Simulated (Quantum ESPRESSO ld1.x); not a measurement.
Values are calculated unless marked as measured or tabulated.
Question: The aim is neutral beryllium in [He] 2s2. This ld1.x (Quantum ESPRESSO 7.5) run was made with `OMP_NUM_THREADS=1 ld1.x < ld1.in > ld1.out`. Can the result be used? Name any fault.

```
 &input
    iswitch=1,
    rel=1,
    dft='BLYP',
    config='[He] 2s2',
    verbosity='high',
    atom='Xx',
    prefix='ld1',
    max_out_wfc=37,
    file_charge='ld1.rho',
 /
```

Output (excerpt):

```
     Program LD1 v.7.5 starts

WARNING: Atom Xx not found
```

Answer: No (crashed). The line at issue: atom='Xx'. The symbol names no element; the program warns, takes a nuclear charge of zero and dies without a result. The sound input gives -14.6645 hartree.
